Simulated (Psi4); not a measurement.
C$_{2}$H$_{4}$N (SMILES CC#[NH+]), charge +1, singlet, at a GFN2-xTB geometry; WB97M-V/def2-SVP run with Psi4.

Psi4 was given this input:
```
memory 2 GB

molecule mol {
1 1
  C     0.003341    0.001255   -1.237556
  C    -0.000401   -0.000151    0.148583
  N    -0.003502   -0.001315    1.296926
  H     0.008400    1.030122   -1.613517
  H     0.893030   -0.516106   -1.612697
  H    -0.888352   -0.509103   -1.617500
  H    -0.006208   -0.002332    2.299072
}

set basis def2-svp
set reference rks
set scf_type pk
set puream true
set d_convergence 1e-8
set dft_radial_points 99
set dft_spherical_points 590

energy('wb97m-v')
print_variables()
```

It wrote (shortened):

```
   => Loading Basis Set <=

    Name: DEF2-SVP
    Role: ORBITAL
    Keyword: BASIS

         ---------------------------------------------------------
                                   SCF
               by Justin Turney, Rob Parrish, Andy Simmonett
                          and Daniel G. A. Smith
                              RKS Reference
         ---------------------------------------------------------

  ==> Geometry <==

    Molecular point group: c1
    Full point group: C1

    Geometry (in Angstrom), charge = 1, multiplicity = 1:

       Center              X                  Y                   Z               Mass
    ------------   -----------------  -----------------  -----------------  -----------------
         C            0.003503605185     0.001316017821    -1.297714403753    12.000000000000
         C           -0.000238394815    -0.000089982179     0.088424596247    12.000000000000
         N           -0.003339394815    -0.001253982179     1.236767596247    14.003074004430
         H            0.008562605185     1.030183017821    -1.673675403753     1.007825032230
         H            0.893192605185    -0.516044982179    -1.672855403753     1.007825032230
         H           -0.888189394815    -0.509041982179    -1.677658403753     1.007825032230
         H           -0.006045394815    -0.002270982179     2.238913596247     1.007825032230

  Running in c1 symmetry.

  Rotational constants: A =      5.27093  B =      0.29651  C =      0.29651 [cm^-1]
  Rotational constants: A = 158018.58785  B =   8889.20311  C =   8889.20291 [MHz]
  Nuclear repulsion =   66.181679182058090

  Charge       = 1
  Multiplicity = 1
  Electrons    = 22
  Nalpha       = 11
  Nbeta        = 11

  ==> Algorithm <==

  SCF Algorithm Type is PK.
  DIIS enabled.
  MOM disabled.
  Fractional occupation disabled.
  Guess Type is SAD.
  Energy threshold   = 1.00e-06
  Density threshold  = 1.00e-08
  Integral threshold = 1.00e-12

  ==> Primary Basis <==

  Basis Set: DEF2-SVP
    Blend: DEF2-SVP
    Number of shells: 30
    Number of basis functions: 62
    Number of Cartesian functions: 65
    Spherical Harmonics?: true
    Max angular momentum: 2

  ==> DFT Potential <==

   => LibXC <=

    Version 7.1.2
    S. Lehtola, C. Steigemann, M. J. T. Oliveira, and M. A. L. Marques,  SoftwareX 7, 1–5 (2018) (10.1016/j.softx.2017.11.002)

   => Composite Functional: WB97M-V <=

    wB97M-V Hyb-GGA Exchange-Correlation Functional

    N. Mardirossian and M. Head-Gordon,  J. Chem. Phys. 144, 214110 (2016) (10.1063/1.4952647)

    Deriv               =              1
    GGA                 =           TRUE
    Meta                =           TRUE

    Exchange Hybrid     =           TRUE
    MP2 Hybrid          =          FALSE

   => Exchange-Correlation Functionals <=

    1.0000   wB97M-V exchange-correlation functional

   => Exact (HF) Exchange <=

    0.8500            HF,LR [omega = 0.3000]
    0.1500               HF

   => LibXC Density Thresholds  <==

    XC_HYB_MGGA_XC_WB97M_V:  1.00E-13

   => VV10 Non-Local Parameters <=

    VV10 B              =     6.0000E+00
    VV10 C              =     1.0000E-02

   => Molecular Quadrature <=

    Radial Scheme          =       TREUTLER
    Pruning Scheme         =           NONE
    Nuclear Scheme         =       TREUTLER

    Blocking Scheme        =         OCTREE
    BS radius alpha        =              1
    Pruning alpha          =              1
    Radial Points          =             99
    Spherical Points       =            590
    Total Points           =         388172
    Total Blocks           =           2825
    Max Points             =            256
    Max Functions          =             62
    Weights Tolerance      =       1.00E-15

  ==> Integral Setup <==

  Using in-core PK algorithm.
   Calculation information:
      Number of atoms:                   7
      Number of AO shells:              30
      Number of primitives:             56
      Number of atomic orbitals:        65
      Number of basis functions:        62

      Integral cutoff                 1.00e-12
      Number of threads:                 1

  Performing in-core PK
  Using 5724243 doubles for integral storage.
  We computed 106748 shell quartets total.
  Whereas there are 108345 unique shell quartets.

  Computing range-separated integrals for PK
  We computed 106748 wK shell quartets total.
  Whereas there are 108345 wK unique shell quartets.

  ==> DiskJK: Disk-Based J/K Matrices <==

    J tasked:                  Yes
    K tasked:                  Yes
    wK tasked:                 Yes
    Omega:               3.000E-01
    Schwarz Cutoff:          1E-12

  Minimum eigenvalue in the overlap matrix is 9.6154070538E-04.
  Reciprocal condition number of the overlap matrix is 1.8136584774E-04.
    Using symmetric orthogonalization.

  ==> Pre-Iterations <==

  SCF Guess: Superposition of Atomic Densities via on-the-fly atomic UHF (no occupation information).

   -------------------------
    Irrep   Nso     Nmo
   -------------------------
     A         62      62
   -------------------------
    Total      62      62
   -------------------------

  ==> Iterations <==

                        Total Energy        Delta E     RMS |[F,P]|

   @RKS iter SAD:  -132.66193469104786   -1.32662e+02   0.00000e+00
   @RKS iter   1:  -132.83260655165816   -1.70672e-01   6.12235e-03 DIIS/ADIIS
   @RKS iter   2:  -132.86345172653853   -3.08452e-02   4.86303e-03 DIIS/ADIIS
   @RKS iter   3:  -132.89749620972538   -3.40445e-02   1.39166e-03 DIIS/ADIIS
   @RKS iter   4:  -132.90065364737919   -3.15744e-03   2.99245e-04 DIIS/ADIIS
   @RKS iter   5:  -132.90085085199328   -1.97205e-04   5.21598e-05 DIIS
   @RKS iter   6:  -132.90085783264601   -6.98065e-06   1.34354e-05 DIIS
   @RKS iter   7:  -132.90085836870094   -5.36055e-07   2.17649e-06 DIIS
   @RKS iter   8:  -132.90085838891773   -2.02168e-08   3.06694e-07 DIIS
   @RKS iter   9:  -132.90085838930531   -3.87587e-10   3.58397e-08 DIIS
   @RKS iter  10:  -132.90085838931080   -5.48539e-12   5.16045e-09 DIIS
  Energy and wave function converged.

  ==> Post-Iterations <==

   Electrons on quadrature grid:
      Ntotal   =   22.0000000499 ; deviation = 4.986e-08

    Orbital Energies [Eh]
    ---------------------

    Doubly Occupied:

       1A    -14.845900     2A    -10.738169     3A    -10.618870
       4A     -1.351913     5A     -1.147306     6A     -1.021148
       7A     -0.848236     8A     -0.815823     9A     -0.815823
      10A     -0.717084    11A     -0.717084

    Virtual:

      12A     -0.162347    13A     -0.162346    14A     -0.076273
      15A     -0.049521    16A      0.017839    17A      0.017840
      18A      0.062795    19A      0.095093    20A      0.228836
      21A      0.319177    22A      0.319178    23A      0.396475
      24A      0.396477    25A      0.468621    26A      0.517846
      27A      0.517847    28A      0.524581    29A      0.574813
      30A      0.647344    31A      0.647344    32A      0.760894
      33A      0.865707    34A      0.912280    35A      0.987620
      36A      0.987620    37A      1.123167    38A      1.317191
      39A      1.317192    40A      1.376749    41A      1.398660
      42A      1.398661    43A      1.556232    44A      1.556233
      45A      1.633982    46A      1.633984    47A      1.757407
      48A      1.946973    49A      1.946974    50A      2.025250
      51A      2.051654    52A      2.051655    53A      2.163270
      54A      2.318705    55A      2.318706    56A      2.491727
      57A      2.690554    58A      2.690555    59A      2.990065
      60A      3.034629    61A      3.034630    62A      3.830393

    Final Occupation by Irrep:
              A
    DOCC [    11 ]
    NA   [    11 ]
    NB   [    11 ]

  @RKS Final Energy:  -132.90085838931080

   => Energetics <=

    Nuclear Repulsion Energy =             66.1816791820580903
    One-Electron Energy =                -302.6195527471930973
    Two-Electron Energy =                 116.7238296208671215
    DFT Exchange-Correlation Energy =     -13.2767347200705661
    Empirical Dispersion Energy =           0.0000000000000000
    VV10 Nonlocal Energy =                  0.0899202750276752
    Total Energy =                       -132.9008583893107982

Computation Completed

Properties will be evaluated at   0.000000,   0.000000,   0.000000 [a0]

Properties computed using the SCF density matrix

 Multipole Moments:

 ------------------------------------------------------------------------------------
     Multipole            Electronic (a.u.)      Nuclear  (a.u.)        Total (a.u.)
 ------------------------------------------------------------------------------------

 L = 1.  Multiply by 2.5417464519 to convert [e a0] to [Debye]
 Dipole X            :         -0.0077409            0.0070599           -0.0006810
 Dipole Y            :         -0.0029086            0.0026521           -0.0002565
 Dipole Z            :          2.8666636           -2.6147031            0.2519605
 Magnitude           :                                                    0.2519616

 ------------------------------------------------------------------------------------

  Variable Map:
  ----------------------------------------------------------------------------
  "CURRENT ENERGY"              =>    -132.900858389311
  "CURRENT REFERENCE ENERGY"    =>    -132.900858389311
  "DD SOLVATION ENERGY"         =>       0.000000000000
  "DFT FUNCTIONAL TOTAL ENERGY" =>    -132.900858389311
  "DFT TOTAL ENERGY"            =>    -132.900858389311
  "DFT VV10 ENERGY"             =>       0.089920275028
  "DFT XC ENERGY"               =>     -13.276734720071
  "GRID ELECTRONS ALPHA"        =>      11.000000024930
  "GRID ELECTRONS BETA"         =>      11.000000024930
  "GRID ELECTRONS TOTAL"        =>      22.000000049860
  "NUCLEAR REPULSION ENERGY"    =>      66.181679182058
  "ONE-ELECTRON ENERGY"         =>    -302.619552747193
  "PCM POLARIZATION ENERGY"     =>       0.000000000000
  "PE ENERGY"                   =>       0.000000000000
  "SCF ITERATION ENERGY"        =>    -132.900858389311
  "SCF ITERATIONS"              =>      10.000000000000
  "SCF TOTAL ENERGY"            =>    -132.900858389311
  "TWO-ELECTRON ENERGY"         =>     116.723829620867
  "XC GRID RADIAL POINTS"       =>      99.000000000000
  "XC GRID SPHERICAL POINTS"    =>     590.000000000000
  "XC GRID TOTAL POINTS"        =>  388172.000000000000

  Array Variable Map:
  ----------------------------------------------------------------------------
  "CURRENT DIPOLE"              =>      -0.000681018722 ... 0.251960504079 1 by 3
  "SCF DIPOLE"                  =>      -0.000681018722 ... 0.251960504079 1 by 3
  "SCF TOTAL ENERGIES"          =>    -132.661934691048 ... -132.900858389311 1 by 11
```
